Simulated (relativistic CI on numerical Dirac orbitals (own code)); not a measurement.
## What each ingredient does to the levels of Br³⁰⁺

Base calculation: Dirac-Coulomb-Breit CI, separate exchange-only KLI orbitals for each configuration, a model potential for QED, unscaled Slater integrals.

Configuration list (outside the closed core 1s2): 2s2 2p, 2s 2p2, 2p3, 2p2 3s, 2p2 3p, 2p2 3d, 2s2 3s, 2s2 3p, 2s2 3d, 2s 2p 3s, 2s 2p 3p, 2s 2p 3d, 2s2 4s, 2s2 4p, 2s2 4d, 2s2 4f, 2s 2p 4s, 2s 2p 4p, 2s 2p 4d, 2s 2p 4f, 2s2 5s, 2s2 5p, 2s2 5d, 2s2 5f, 2s2 5g, 2s 3s2, 2s 3s 3p, 2s 3s 3d, 2s 3p2, 2s 2p 5s, 2s 3p 3d, 2s 2p 5p, 2s 2p 5d, 2s 2p 5f, 2p 3s2, 2s 2p 5g. Levels of other configurations are missing.

The lowest level and the first level of each name with at least 55 % of one term (blank where a level has no safe partner in the second run):

```csv
Level,Base (eV),Shift (eV)
2s2 2p 2P°_1/2,0.000,0.000
2s2 2p 2P°_3/2,53.963,+0.015
2s 2p2 4P_1/2,82.442,-0.418
2s 2p2 4P_3/2,115.930,-0.453
2s 2p2 4P_5/2,132.504,-0.332
2s 2p2 2D_3/2,166.846,+0.095
2s 2p2 2P_1/2,177.051,+0.144
2s 2p2 2D_5/2,191.292,-0.086
2s 2p2 2S_1/2,234.588,-0.170
2s 2p2 2P_3/2,236.219,+0.297
2p3 2D°_3/2,306.783,-0.099
2p3 2D°_5/2,318.494,+0.148
2p3 2P°_1/2,343.153,-0.002
2p3 2P°_3/2,383.104,-0.001
```

At this charge energies of transitions that change n are usually good to better than 1 %, and those within a shell (Δn = 0) to a few per cent.

Problem. One thing was changed in a second run, which moved the levels as shown. Which?
A. P86 correlation estimate
B. QED terms removed
C. only the first 3 configurations
D. Breit term removed

Solution. C. Only the first 3 configurations. With fewer configurations the levels that remain lose their mixing partners.

LS names give the leading component of a level, which can be under half, so a name can repeat, a term be missing and a line seem to break the LS rules.
